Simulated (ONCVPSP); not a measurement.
## gold, ONCV: configuration errors across variants

```json
{
 "Element": "Au (Z = 79)",
 "Generator": "ONCVPSP 4.0.1",
 "Type": "optimised norm-conserving Vanderbilt (ONCV)",
 "Functional": "PBE",
 "Relativity": "fully relativistic",
 "Frozen core": "[Kr] 4d10 4f14",
 "Valence charge": "19",
 "Reference configuration": "5s2 5p6 5d10 6s1",
 "Partial waves": "5s+6s: rc 1.40 bohr, ncon 4, nbas 9, qcut 7.3 1/bohr, 3 projectors, debl 1 Ha; 5p: rc 1.85 bohr, ncon 4, nbas 8, qcut 8.7 1/bohr, 2 projectors, debl 1.1 Ha; 5d: rc 2.25 bohr, ncon 4, nbas 9, qcut 7.5 1/bohr, 2 projectors, debl 2.1 Ha",
 "Local potential": "polynomial inside 1.40 bohr (lpopt 5, dvloc0 0 Ha)",
 "Core correction": "polynomial model core, fcfact 0.7"
}
```

Open shells are filled in proportion to 2j + 1.

In the p channel the program set the typed energies aside and used -2.034, 0.250 Ha (j = l + 1/2; the other j can differ).

All-electron excitation energies from the reference (eV): (1) 5s2 5p6 5d10 6s0 9.427; (2) 5s2 5p6 5d9 6s0 30.656; (3) 5s2 5p6 5d8 6s0 64.533; (4) 5s1 5p6 5d10 6s1 115.047.

A true bound ghost makes a file unfit for plane-wave use even where its test errors are small: the radial tests pick states by their node count and pass the ghost by.

Errors AE − PS in meV (a dash: test not solved or not reliable):

```csv
change,(1),(2),(3),(4),bound ghosts,GHOST(+) flags above zero
base,-1.0,-1.0,+8.7,-351,none,s
d: rc 1.62,-1.7,-0.7,-2.7,-294,none,s
d: rc 1.8,-1.6,-0.7,-2.1,-299,none,s
d: rc 2.34,-0.8,-0.9,+15,-367,none,s
d: rc 2.6,-0.6,-0.7,+38,-422,none,s
d: rc 2.72,-0.7,-0.6,+55,-452,none,s
d: rc 3.02,-2.9,+1.0,+141,-566,none,s
d: rc 3.24,-3.6,+2.8,+152,-563,none,s
```

Give the same row for: d: rc 2.12.

-1.1, +1.7, +9.9, -335; bound ghosts: d5/2; GHOST(+) flags above zero: s.
